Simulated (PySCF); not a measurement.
**NMR data sheet: C$_{5}$H$_{4}$Cl$_{2}$O$_{2}$**

| Property | Result |
| --- | --- |
| Formula | C5H4Cl2O2 |
| SMILES | O=C(Cl)[C@@H]1C[C@H]1C(=O)Cl |
| InChI | InChI=1S/C5H4Cl2O2/c6-4(8)2-1-3(2)5(7)9/h2-3H,1H2/t2-,3-/m1/s1 |
| Point group of the computed structure | C1 |
| Degrees of unsaturation | 3 |
| Carbon signals | 3 |
| Proton signals | 2 |

Atoms are numbered as in `[O:1]=[C:2]([Cl:3])[C@@H:4]1[CH2:5][C@H:6]1[C:7](=[O:8])[Cl:9]`. Each H is labelled by its parent atom.

- GIAO PBE0/pcSseg-1 shieldings
- coordinates at the GFN2-xTB level
- program: PySCF 2.14.0 with density-fitted response routines
- rapidly exchanging positions averaged, a single conformation, isolated molecule, no relativistic terms

δ = σ(ref) − σ, references computed at the same level: 1H (σref 31.72), 13C (σref 186.93) vs TMS; H2O for 17O (σref 336.08).

```tsv
carbon	δC, type	δH (multiplicity)	HMBC from (2–3 bonds)	span of the C tensor (ppm)
C2/C7	181.8, C	–	H(C4)/H(C6), H(C5)	173
C4/C6	37.0, CH	2.66 (m)	H(C4)/H(C6), H(C5)	94
C5	25.3, CH2	1.86 (m)	H(C4)/H(C6)	52
```

Other nuclei:
```tsv
atoms	nucleus	environment	δ (ppm)	σ (ppm)
O1/O8	17O	carbonyl oxygen	580.8	-244.7
```

- Carbon types of the structure: 2 × C, 2 × CH, 1 × CH2, which accounts for all hydrogens.
- δC 181.8: carbonyl carbon.
- δC 37.0, 25.3: three-membered-ring carbon.
- δH 2.66, 1.86: hydrogen on a three-membered-ring carbon.

Carbons that carry Cl, above all several Cl atoms, come out too deshielded, partly because spin–orbit coupling is missing. Shifts are as computed. Against solution values, carbons near 30 ppm lie about +3 ppm off and those near 130 ppm about +5 ppm; carbons on Cl a further +6 ppm. Of 1211 compounds with measured shifts, 218 miss one by over three times the rms of a fit or turn the order of signals round; such compounds aren't used in these exercises. Unscaled 17O shifts of doubly bonded oxygen tend to come out too high, by tens of ppm or more. Experimental scales use liquid or dissolved standards, which lie at an offset from isolated H2O (liquid H2O: subtract about 36 ppm). Multiplicities follow the n + 1 count of equivalent neighbours, as no J values were calculated; m marks all less simple cases, F and P coupling included.
